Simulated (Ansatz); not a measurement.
Reaction (formal exchange of groups at a B–Al bond): `[BH2][AlH2]` + `[NH2][AlH][NH2]` → `[BH2][Al]([NH2])[NH2]` + `[AlH3]`

Isolated molecules relaxed with PBE0-D4/def2-TZVP in Ansatz; ΔE leaves out vibrations. CCSD(T)/CBS adds triple-zeta CCSD(T) − MP2 to the extrapolated MP2 energy (def2 sets, frozen cores). This one scheme is used for every species. DFT in def2-TZVPP. One conformer a species, not always the lowest.

```
             level  ΔE (kcal/mol)  difference from CCSD(T)/CBS
            PBE-D4            2.0                          0.6
            B97M-V            2.6                          1.2
        r2SCANh-D4            2.2                          0.8
           ωB97X-V            1.7                          0.3
           ωB97M-V            1.7                          0.3
              PBE0            2.3                          0.9
       HF/def2-SVP            1.7                          0.3
CCSD(T)/def2-TZVPP            1.3                         -0.1
     MP2/CBS(def2)            1.3                         -0.1
    CCSD/CBS(def2)            1.5                          0.1
       CCSD(T)/CBS            1.4                            0
```

Q: What do rigid-rotor, harmonic-oscillator terms from PBE0-D4/def2-TZVP frequencies (298.15 K, 1 bar) make of the CCSD(T)/CBS value? (Estimate.)

A: The calculation gave: ΔZPE = -0.4 kcal/mol, ΔH = +1.4 kcal/mol, ΔS = -3 J/(mol·K), ΔG = +1.6 kcal/mol.

Largest T1 diagnostic among the species: 0.011.

Leaving LDA and LC-ωPBE aside and taking each functional with its dispersion term where it has one, the values, not all of them listed here, spread over 1.0 kcal/mol, from BLYP-D4 to B97M-V.
